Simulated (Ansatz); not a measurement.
Geometry optimisation, RKS CAM-B3LYP-D4/6-31G in Ansatz.

input.yaml

```yaml
crystal:
  periodic: [false, false, false]
  atoms:
    - { symbol: Si, position_ang: [0.0, 0.0, 0.0] }
    - { symbol: C, position_ang: [0.0, 0.0, 1.87] }
    - { symbol: H, position_ang: [-0.9996, -0.3092, 2.2405] }
    - { symbol: H, position_ang: [0.7676, -0.7111, 2.2405] }
    - { symbol: H, position_ang: [0.232, 1.0203, 2.2405] }
    - { symbol: O, position_ang: [1.5842, 0.0, -0.5594] }
    - { symbol: C, position_ang: [2.3503, -1.1632, -0.836] }
    - { symbol: H, position_ang: [1.7187, -1.9052, -1.3675] }
    - { symbol: H, position_ang: [3.2179, -0.8926, -1.4733] }
    - { symbol: H, position_ang: [2.7141, -1.6023, 0.1163] }
    - { symbol: O, position_ang: [-0.7913, 1.3709, -0.5594] }
    - { symbol: C, position_ang: [-2.1512, 1.4177, -0.9653] }
    - { symbol: H, position_ang: [-2.7687, 0.8215, -0.2614] }
    - { symbol: H, position_ang: [-2.5023, 2.4707, -0.9639] }
    - { symbol: H, position_ang: [-2.2473, 0.9975, -1.9882] }
    - { symbol: H, position_ang: [-0.6877, -1.1914, -0.4862] }
basis:
  gaussian: { orbitals: "6-31G" }
hamiltonian:
  xc: cam_b3lyp
  dispersion: d4
relax:
  f_tol: 0.02
  max_steps: 40
```

Command:

```bash
$ ansatz run input.yaml --threads 2 --pin off --max-ram 3072MiB --backend cpu --events-out ev --progress --plain --runs-dir out
```

Where does it end, and by what steps?

The run converged. Limits of this set-up: no polarisation functions. After 19 steps the energy has fallen by 0.427 eV; H9 moved furthest, 1.74 Å.

```tsv
step	energy less start (eV)	largest force component (eV/Å)	accepted
0	0.0000	0.979	yes
1	-0.1431	0.413	yes
2	-0.1755	0.197	yes
3	-0.2129	0.301	yes
4	-0.2287	0.729	yes
5	-0.2635	0.565	yes
6	-0.3071	0.270	yes
7	-0.3377	0.086	yes
8	-0.3489	0.373	yes
9	-0.3623	0.242	yes
10	-0.3815	0.202	yes
11	-0.3859	0.361	yes
12	-0.3981	0.251	yes
13	-0.4166	0.058	yes
14	-0.4231	0.051	yes
15	-0.4063	0.511	no
16	-0.4255	0.025	yes
17	-0.4259	0.121	yes
18	-0.4266	0.032	yes
19	-0.4268	0.003	yes
```

```xyz
16
Properties=species:S:1:pos:R:3
Si -0.162 -0.255 0.640
C 0.009 0.089 2.465
H -0.972 0.202 2.932
H 0.551 -0.719 2.962
H 0.568 1.016 2.608
O 1.421 -0.441 0.020
C 1.805 -0.912 -1.279
H 1.158 -1.731 -1.623
H 1.769 -0.101 -2.013
H 2.830 -1.279 -1.212
O -1.004 1.072 -0.036
C -1.541 1.189 -1.360
H -1.988 0.246 -1.702
H -2.315 1.957 -1.340
H -0.764 1.489 -2.070
H -0.928 -1.498 0.254
```

Time of the run: 76 s on 2 threads of Arm Neoverse V1, on a shared host, peak memory 0.23 GiB.
